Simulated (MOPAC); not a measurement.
Input file for MOPAC: PM6 on aminoborane (SMILES BN), a point of a bond scan (R = 2.316 Å).

```
PM6 1SCF PRECISE CHARGE=0 THREADS=1
BH4N

B     -0.77598333 1     0.04477233 1    -0.00303336 1
N      0.60927771 1    -0.03515382 1     0.00238170 1
H     -1.41381575 1    -0.96287333 1    -0.03105655 1
H     -1.29389237 1     1.11910141 1     0.02047198 1
H      1.99028099 1     1.82314077 1     0.05515088 1
H      1.11296685 1    -0.90681330 1    -0.01624534 1
```

Output:

```
*******************************************************************************
 **                                                                           **
 **                              MOPAC v23.2.5                                **
 **                                                                           **
 *******************************************************************************
 ** MOPAC's Digital Object Identifier: https://doi.org/10.5281/zenodo.6511958 **
 **                                                                           **
 ** Please cite the open-source release paper for use of this MOPAC version:  **
 ** J. E. Moussa and J. J. P. Stewart (2026)                                  **
 ** MOPAC: An open-source semiempirical molecular orbital program             **
 ** J. Open Source Softw., 11(119), 8025, https://doi.org/10.21105/joss.08025 **
 *******************************************************************************

                              PM6 CALCULATION RESULTS

 *******************************************************************************
 *  PM6        - The PM6 Hamiltonian to be used
 *
 *
 *
 *                 CHARGE ON SYSTEM = 0
 *
 *
 *
 *  PRECISE    - TIGHTER CRITERIA TO BE USED
 *  1SCF       - DO 1 SCF AND THEN STOP
 *  THREADS=1  - MULTI-THREADING NOT USED
 *  T=         - A TIME OF 172800.0 SECONDS REQUESTED
 *  DUMP=N     - RESTART FILE WRITTEN EVERY 7200.0 SECONDS REQUESTED
 *******************************************************************************
PM6 1SCF PRECISE CHARGE=0 THREADS=1
 BH4N

   ATOM   CHEMICAL          X               Y               Z
  NUMBER   SYMBOL      (ANGSTROMS)     (ANGSTROMS)     (ANGSTROMS)

     1       B         -0.77598333  *   0.04477233  *  -0.00303336  *
     2       N          0.60927771  *  -0.03515382  *   0.00238170  *
     3       H         -1.41381575  *  -0.96287333  *  -0.03105655  *
     4       H         -1.29389237  *   1.11910141  *   0.02047198  *
     5       H          1.99028099  *   1.82314077  *   0.05515088  *
     6       H          1.11296685  *  -0.90681330  *  -0.01624534  *



          CARTESIAN COORDINATES

    NO.       ATOM           X           Y           Z

     1         B         -0.7760      0.0448     -0.0030
     2         N          0.6093     -0.0352      0.0024
     3         H         -1.4138     -0.9629     -0.0311
     4         H         -1.2939      1.1191      0.0205
     5         H          1.9903      1.8231      0.0552
     6         H          1.1130     -0.9068     -0.0162

 General Reference for PM6:
 "Optimization of Parameters for Semiempirical Methods V: Modification of NDDO Approximations
 and Application to 70 Elements", J. J. P. Stewart, J. Mol. Mod., 13, 1173-1213 (2007)
 URL: https://link.springer.com/article/10.1007/s00894-007-0233-4

           Empirical Formula: H4 N B  =     6 atoms



      MOLECULAR POINT GROUP   :   Cs


      RHF CALCULATION, NO. OF DOUBLY OCCUPIED LEVELS = 6


 -------------------------------------------------------------------------------
 PM6 1SCF PRECISE CHARGE=0 THREADS=1
 BH4N



     1SCF WAS SPECIFIED, SO BFGS WAS NOT USED
     SCF FIELD WAS ACHIEVED


                              PM6 CALCULATION
                                                       MOPAC v23.2.5 Linux




          FINAL HEAT OF FORMATION =        135.48930 KCAL/MOL =     566.88721 KJ/MOL


          COSMO AREA              =         81.22 SQUARE ANGSTROMS
          COSMO VOLUME            =         59.74 CUBIC ANGSTROMS

          IONIZATION POTENTIAL    =          8.917207 EV
          HOMO LUMO ENERGIES (EV) =         -8.917 -2.289
          NO. OF FILLED LEVELS    =          6
          MOLECULAR WEIGHT        =         28.8483         POINT GROUP:  Cs

          MOLECULAR DIMENSIONS (Angstroms)

            Atom       Atom       Distance
            H     5    H     3     4.39968
            H     6    H     4     3.09255
            N     2    B     1     0.00000


          SCF CALCULATIONS        =          1





   ATOM   CHEMICAL          X               Y               Z
  NUMBER   SYMBOL      (ANGSTROMS)     (ANGSTROMS)     (ANGSTROMS)

     1       B         -0.77598333  *   0.04477233  *  -0.00303336  *
     2       N          0.60927771  *  -0.03515382  *   0.00238170  *
     3       H         -1.41381575  *  -0.96287333  *  -0.03105655  *
     4       H         -1.29389237  *   1.11910141  *   0.02047198  *
     5       H          1.99028099  *   1.82314077  *   0.05515088  *
     6       H          1.11296685  *  -0.90681330  *  -0.01624534  *

                             CARTESIAN COORDINATES

   1    B       -0.775983330     0.044772330    -0.003033360
   2    N        0.609277710    -0.035153820     0.002381700
   3    H       -1.413815750    -0.962873330    -0.031056550
   4    H       -1.293892370     1.119101410     0.020471980
   5    H        1.990280990     1.823140770     0.055150880
   6    H        1.112966850    -0.906813300    -0.016245340


           Empirical Formula: H4 N B  =     6 atoms



      MOLECULAR POINT GROUP   :   Cs


                  EIGENVALUES
 -27.55474 -17.44374 -13.86612 -11.78135 -10.01800  -8.91721  -2.28900   2.04523
   3.91568   5.47124   6.54847   7.47739


              NET ATOMIC CHARGES AND DIPOLE CONTRIBUTIONS

  ATOM NO.   TYPE          CHARGE      No. of ELECS.   s-Pop       p-Pop
    1          B          -0.269834        3.2698     1.11063     2.15920
    2          N          -0.527770        5.5278     1.60732     3.92045
    3          H           0.092186        0.9078     0.90781
    4          H           0.077549        0.9225     0.92245
    5          H           0.395572        0.6044     0.60443
    6          H           0.232297        0.7677     0.76770
 DIPOLE           X         Y         Z       TOTAL
 POINT-CHG.     3.377     2.474     0.078     4.187
 HYBRID         0.474    -0.476    -0.009     0.671
 SUM            3.850     1.998     0.069     4.338


          ATOMIC ORBITAL ELECTRON POPULATIONS

     Atom    s        px        py        pz
    1  B   1.11063   0.75016   0.96097   0.44807
    2  N   1.60732   1.18013   1.18830   1.55202
    3  H   0.90781
    4  H   0.92245
    5  H   0.60443
    6  H   0.76770

 **********************
 *                    *
 * JOB ENDED NORMALLY *
 *                    *
 **********************




 == MOPAC DONE ==
```

The run finished.

Cost: around 0.020 core-seconds (rough).
